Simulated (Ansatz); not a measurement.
Cost and result for the atomization energy of CH6B2S (10 atoms, 10 bonds).

| atom | x (Å) | y (Å) | z (Å) |
| --- | --- | --- | --- |
| B1 | -0.947 | 1.007 | 0.813 |
| B2 | 0.537 | 0.403 | 0.354 |
| C3 | 0.599 | -1.099 | -0.108 |
| S4 | 0.666 | -0.110 | -1.649 |
| H5 | -1.903 | 1.053 | 0.082 |
| H6 | -1.152 | 1.354 | 1.945 |
| H7 | 1.596 | 0.909 | 0.603 |
| H8 | -0.272 | -1.747 | -0.105 |
| H9 | 1.526 | -1.661 | -0.022 |
| H10 | -0.650 | -0.109 | -1.915 |

Total charge 0; spin multiplicity 1. The bonds changed during the relaxation, so this is another structure than the one it started from. Geometry: relaxed with PBE0-D4/def2-TZVP. It is one conformer, not always the lowest. Program: Ansatz. All runs use 2 threads of an Arm Neoverse N1 on a shared host. Times are those of one run each, without the atoms' runs, and a repeat can differ threefold. Electronic energies, without spin–orbit coupling; frozen cores. CCSD(T)/CBS adds CCSD(T) − MP2 in def2-TZVPP to the MP2 limit, and its time is that of the two runs behind it. T1 = 0.013. HSE06 is the plane-wave form, built on full-range PBE exchange.

CCSD(T)/CBS is a level of theory with its own doubt, some kJ/mol a heavy atom from the limit and from the frozen cores, so smaller differences don't rank the functionals.

```json
{"level": "revPBE-D4/def2-TZVPP", "functions": "219", "wall time": "4.9 s", "atomization (kJ/mol)": "3427.6", "difference from CCSD(T)/CBS": "18.2", "per bond": "1.8"}
{"level": "BLYP-D4/def2-TZVPP", "functions": "219", "wall time": "5.5 s", "atomization (kJ/mol)": "3416.1", "difference from CCSD(T)/CBS": "6.7", "per bond": "0.7"}
{"level": "CCSD(T)/def2-SVP", "functions": "90", "wall time": "6 s", "atomization (kJ/mol)": "3253.9", "difference from CCSD(T)/CBS": "-155.5", "per bond": "-15.5"}
{"level": "HSE06-D4/def2-TZVPP", "functions": "219", "wall time": "7 s", "atomization (kJ/mol)": "3464.2", "difference from CCSD(T)/CBS": "54.8", "per bond": "5.5"}
{"level": "PBE0-D4/def2-TZVPP", "functions": "219", "wall time": "7 s", "atomization (kJ/mol)": "3462.0", "difference from CCSD(T)/CBS": "52.6", "per bond": "5.3"}
{"level": "B2PLYP/def2-TZVPP", "functions": "219", "wall time": "11 s", "atomization (kJ/mol)": "3395.8", "difference from CCSD(T)/CBS": "-13.6", "per bond": "-1.4"}
{"level": "PBE-QIDH/def2-TZVPP", "functions": "219", "wall time": "12 s", "atomization (kJ/mol)": "3431.6", "difference from CCSD(T)/CBS": "22.2", "per bond": "2.2"}
{"level": "r2SCAN-D4/def2-TZVPP (with forces)", "functions": "219", "wall time": "12 s", "atomization (kJ/mol)": "3465.7", "difference from CCSD(T)/CBS": "56.3", "per bond": "5.6"}
{"level": "r2SCANh-D4/def2-TZVPP", "functions": "219", "wall time": "12 s", "atomization (kJ/mol)": "3451.4", "difference from CCSD(T)/CBS": "42.0", "per bond": "4.2"}
{"level": "ωB97X-V/def2-TZVPP", "functions": "219", "wall time": "17 s", "atomization (kJ/mol)": "3442.0", "difference from CCSD(T)/CBS": "32.6", "per bond": "3.3"}
{"level": "MP2/def2-QZVPP", "functions": "421", "wall time": "41 s", "atomization (kJ/mol)": "3420.7", "difference from CCSD(T)/CBS": "11.3", "per bond": "1.1"}
{"level": "CCSD(T)/def2-TZVPP", "functions": "219", "wall time": "2.3 min", "atomization (kJ/mol)": "3335.1", "difference from CCSD(T)/CBS": "-74.3", "per bond": "-7.4"}
{"level": "CCSD(T)/CBS(def2)", "functions": "–", "wall time": "3 min", "atomization (kJ/mol)": "3409.4", "difference from CCSD(T)/CBS": "0.0", "per bond": "0.0"}
```

In def2-TZVPP, CCSD(T) changes the Hartree–Fock value by +734.1 kJ/mol (the triples alone add +45.9 kJ/mol) and MP2 by +776.4 kJ/mol; breaking electron pairs costs correlation energy, which Hartree–Fock lacks. From PBE to PBE0 (25 % exact exchange), in def2-TZVPP and without D4, the atomization energy moves by −33.2 kJ/mol: exact exchange takes away binding that semilocal exchange gives to molecules. At CCSD(T), def2-SVP lies −155.4 kJ/mol from the extrapolated value and def2-TZVPP −74.3 kJ/mol: correlation converges slowly with the basis, and small sets miss more of it in the bonded molecule than in its fragments.
